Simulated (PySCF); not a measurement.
**Electron correlation in Pd (palladium, neutral)**

[Kr] 4d10, closed-shell 1S. Computed with PySCF 2.14 in def2-QZVPPD with the def2 core potential (28 electrons) (7s5p4d4f2g, 88 functions), with scalar relativity through the core potential. Frozen: nothing; 18 electrons correlated.

```
  level  correlation energy (mhartree)
   CCSD                        -677.31
    (T)                         -27.27
CCSD(T)                        -704.58
```

Diagnostics: T1 = 0.0091, D1 = 0.0171, largest double amplitude 0.017.

**Question.** Is a single reference adequate?

**Answer.** Yes, within this model without spin-orbit coupling: T1 lies below 0.03 and no double amplitude reaches 0.07.

The basis has no tight functions for the innermost shells, so their pair energies are far from complete.

This basis was not built for core-valence correlation, so the inner-shell part is incomplete.
